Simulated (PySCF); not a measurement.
# Computed data sheet: SiHMe2(OSiMe3), `[H][Si](C)(C)O[Si](C)(C)C`

SiHMe2(OSiMe3), C₅H₁₆OSi₂.
Bonds: Si1–C3, Si1–C7, Si1–O11, O11–Si12, Si12–C13, Si12–C14, Si12–C15. Hydrogens: H2 on Si1; H4, H5, H6 on C3; H8, H9, H10 on C7; H16, H17, H18 on C13; H19, H20, H21 on C14; H22, H23, H24 on C15.

PBE0-D3(BJ)/def2-SVP geometry optimisation, gas phase (PySCF):

```yaml
Point_group: C1
Rotational_constants_A_B_C: 2.018, 0.795, 0.719 GHz
```

From B3LYP/def2-SVPD ground state and vertical TDDFT (core frozen in the response) (PySCF):

```yaml
Dipole_moment: 0.30 D
HOMO_energy: -7.61 eV
LUMO_energy: 0.19 eV
HOMO–LUMO_gap: 7.80 eV
Lowest_singlet_excitation: 7.01 eV (177 nm, f = 0.051)
Strongest_line_among_the_10_lowest_singlet_transitions: S5 at 7.72 eV (161 nm, f = 0.057)
Lowest_triplet_excitation_Tamm–Dancoff: 6.91 eV
Static_isotropic_polarisability: 116.0 au
Electronic_spatial_extent_⟨r²⟩_about_the_centre_of_nuclear_charge: 1874 bohr²
```

**B3LYP/pcSseg-1 ground state and GIAO shieldings, non-relativistic (PySCF)**

```yaml
13C_chemical_shifts_computed_TMS_as_zero_by_class: 1.5 (C3/C7), 1.3 (C13/C14/C15) ppm
1H_chemical_shifts_computed_TMS_as_zero_by_class: 4.94 (H2), 0.16 (H4/H5/H6/H8/H9/H10), 0.10 (H16/H17/H18/H19/H20/H21/H22/H23/H24) ppm
Isotropic_shieldings_of_nuclei_other_than_C_and_H_by_class: 261 (O11), 324 (Si12), 344 (Si1) ppm
```

From delta-SCF UKS SCAN, pcX-2 on the ionised atom, pcseg-1 elsewhere, spin-free X2C; 2p3/2 from a spin–orbit splitting computed afterwards within the 2p shell (PySCF):

```yaml
Core_binding_energies: Si2p3/2 106.4 (Si12), Si2p3/2 106.6 (Si1), C1s 289.8 (C13/C14/C15), C1s 289.9 (C3/C7), O1s 536.9 (O11), Si1s 1846.3 (Si12), Si1s 1846.5 (Si1) eV
```

Monoisotopic mass (most abundant isotopes): 148.0740 u.

No computed singlet falls in the visible range (750 to 380 nm, 1.65 to 3.26 eV); S1 lies 3.75 eV above its blue end. In wavenumbers S1 is 56600 cm⁻¹ (1 eV = 8065.54 cm⁻¹). With B = h/(8π²I), that is 505.379 GHz u Å² over I, the principal moments of inertia are 250.5, 635.9 and 702.7 u Å² (most abundant isotopes); the inertial defect Ic − Ia − Ib is -183.7 u Å² (zero for a rigid planar frame, negative otherwise). The polarisability is 17.19 Å³ as a volume (1 au = 0.148185 Å³), or 1.41 au for each of the 82 electrons. The principal polarisabilities are 108.5, 116.8 and 122.8 au; their mean is the isotropic value.

 NMR classes are plain means over equivalent atoms (diastereotopic ones count apart unless rotation or inversion swaps them), as if these changed places fast; in this geometry the members of some classes differ.

One conformer stands for the species.
